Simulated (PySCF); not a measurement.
# One molecule, several mistakes: C2H10Si2

All numbers below are calculated, not measured. They come from PySCF 2.14.0, an open-source quantum chemistry program, on an isolated molecule that a program drew, which may never have been made. The molecule is C2H10Si2 (charge 0, singlet), drawn as the SMILES string `CC[SiH2][SiH3]`.

Each row is a Hartree-Fock (HF) and frozen-core CCSD(T) single point in the cc-pV(D+d)Z basis, meant for a local HF minimum. Run 1 is clean. Each other run has one planted mistake out of seven kinds, and not every kind appears here: one electron removed, one electron added, multiplicity raised by two, geometry at a saddle point, minimal basis STO-3G, one bond length entered in bohr, all coordinates scaled. The reference is restricted for singlets and unrestricted otherwise, and also for a bond in bohr. Adding or removing an electron swaps singlet and doublet. Electrons count all cores. HOMO and LUMO are orbital energies over both spins, the gradient is its largest component, and the lowest frequency (negative if imaginary) is given only where the gradient is small. Bond lengths are over the 13 bonds as drawn. T1 is the CCSD diagnostic: over 0.02 (restricted) or 0.045 (unrestricted) a single reference is doubtful.

Geometry of the clean run:
```xyz
14
C2H10Si2, angstrom
C     0.5555   -0.4775   -0.5799
C    -0.1613    0.5515    0.3040
Si   -0.9773   -0.1460    1.8660
Si   -2.6935   -1.7118    1.3963
H    -0.1352   -1.2350   -0.9594
H     1.0211    0.0014   -1.4444
H     1.3428   -0.9980   -0.0285
H     0.5472    1.3234    0.6242
H    -0.9299    1.0739   -0.2761
H     0.0458   -0.8079    2.7187
H    -1.5675    0.9704    2.6503
H    -2.1528   -2.9173    0.7196
H    -3.7207   -1.1065    0.5107
H    -3.3539   -2.1406    2.6544
```

| run | electrons | basis functions | <S^2> | HOMO (eV) | LUMO (eV) | gradient (hartree/bohr) | lowest frequency (cm^-1) | mean bond (Å) | longest bond (Å) | T1 | HF (hartree) | CCSD(T) (hartree) | mistake |
|---|---|---|---|---|---|---|---|---|---|---|---|---|---|
| 1 | 50 | 124 | 0.000 | -10.55 | 3.60 | 3.9e-05 | 67 | 1.4382 | 2.370 | 0.0103 | -659.43213 | -660.02573 | no fault |
| 2 | 50 | 38 | 0.000 | -8.37 | 10.74 | 2.7e-02 | - | 1.4382 | 2.370 | 0.0030 | -651.86314 | -652.12210 | minimal basis STO-3G |
| 3 | 50 | 124 | 0.810 | -8.66 | 1.57 | 8.8e-03 | - | 1.5400 | 2.809 | 0.0409 | -659.32209 | -659.90641 | one bond length entered in bohr |
| 4 | 50 | 124 | 2.011 | -3.73 | -1.82 | 2.4e-02 | - | 1.4382 | 2.370 | 0.0174 | -659.19762 | -659.78489 | multiplicity raised by two |
| 5 | 49 | 124 | 0.759 | -16.51 | -8.16 | 7.1e-02 | - | 1.4382 | 2.370 | 0.0197 | -659.08873 | -659.66214 | one electron removed |
| 6 | 51 | 124 | 0.759 | 2.57 | 8.68 | 4.1e-02 | - | 1.4382 | 2.370 | 0.0176 | -659.31746 | -659.93537 | ? |

**Which mistake was planted in run 6, and what did it cost?**

It counts 51 electrons, one more than the clean run, at the same geometry and basis. So the mistake is: one electron added. Subtracting run 1 and multiplying by 627.51 kcal/mol a hartree, the energy moved by 72.0 kcal/mol in HF and 56.7 kcal/mol in CCSD(T).

Cautions from the logs. Run 6: the HOMO is above zero, so the electron isn't bound and the energy depends on the basis.
